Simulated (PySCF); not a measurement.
**`c1pcpc(C2CC2)p1`, C$_{6}$H$_{7}$P$_{3}$**

Molfile (atoms numbered from 1):
```
C6H7P3
     RDKit          3D

 16 17  0  0  0  0  0  0  0  0999 V2000
    2.4399    1.0414    0.6928 C   0  0  0  0  0  0  0  0  0  0  0  0
    3.6297   -0.0083    0.0049 P   0  0  0  0  0  0  0  0  0  0  0  0
    2.7161   -1.2277   -0.8117 C   0  0  0  0  0  0  0  0  0  0  0  0
    1.0335   -1.5459   -1.0342 P   0  0  0  0  0  0  0  0  0  0  0  0
    0.1585   -0.2847   -0.1992 C   0  0  0  0  0  0  0  0  0  0  0  0
   -1.3112   -0.4421   -0.3073 C   0  0  0  0  0  0  0  0  0  0  0  0
   -2.2051   -0.0700    0.8483 C   0  0  0  0  0  0  0  0  0  0  0  0
   -2.2085    0.7669   -0.3827 C   0  0  0  0  0  0  0  0  0  0  0  0
    0.7148    1.0947    0.7207 P   0  0  0  0  0  0  0  0  0  0  0  0
    2.8773    1.8717    1.2452 H   0  0  0  0  0  0  0  0  0  0  0  0
    3.3410   -1.9719   -1.3023 H   0  0  0  0  0  0  0  0  0  0  0  0
   -1.6149   -1.3056   -0.8919 H   0  0  0  0  0  0  0  0  0  0  0  0
   -3.0586   -0.6984    1.0542 H   0  0  0  0  0  0  0  0  0  0  0  0
   -1.7249    0.3269    1.7326 H   0  0  0  0  0  0  0  0  0  0  0  0
   -3.0642    0.7252   -1.0398 H   0  0  0  0  0  0  0  0  0  0  0  0
   -1.7311    1.7368   -0.3409 H   0  0  0  0  0  0  0  0  0  0  0  0
  1  2  2  0
  2  3  1  0
  3  4  2  0
  4  5  1  0
  5  6  1  0
  6  7  1  0
  7  8  1  0
  5  9  2  0
  9  1  1  0
  8  6  1  0
  1 10  1  0
  3 11  1  0
  6 12  1  0
  7 13  1  0
  7 14  1  0
  8 15  1  0
  8 16  1  0
M  END
```

Computed, not measured: GIAO B3LYP/pcSseg-1 magnetisability, rotational g tensor and spin-rotation constants, non-relativistic, gas phase in PySCF 2.14.0. Geometry: GFN2-xTB.

Problem. Give the nuclear spin-rotation constants along the inertial axes (H = +C I·J) beside the isotropic shieldings.

Solution. Rotational constants 2.0712, 0.7399, 0.5694 GHz. A star marks the isotopologue with that one atom substituted, in its own axes.
```
atom  isotope  Caa (kHz)  Cbb (kHz)  Ccc (kHz)  mean (kHz)  σ (ppm)
  P2      31P      5.545      2.298      0.581       2.808     41.7
  P4      31P      6.063      1.982      0.679       2.908     42.5
  P9      31P      6.002      2.068      0.613       2.895     46.2
 H10       1H     -0.145      0.105     -0.062      -0.034     21.1
 H11       1H      0.035      0.041     -0.063       0.004     21.2
 H12       1H     -0.164      0.013     -0.065      -0.072     29.0
 H13       1H     -0.075     -0.069     -0.037      -0.060     30.1
 H14       1H     -0.175     -0.031     -0.043      -0.083     30.5
 H15       1H     -0.072     -0.070     -0.037      -0.060     30.1
 H16       1H     -0.174     -0.029     -0.044      -0.083     30.4
  C1     13C*      0.898      0.528      0.051       0.492     -9.2
  C5     13C*      1.612      0.403      0.050       0.688    -46.0
  C6     13C*      0.325      0.136      0.097       0.186    149.8
  C7     13C*      0.252      0.095      0.141       0.163    152.4
```
For the geometry as given, no vibrational averaging.
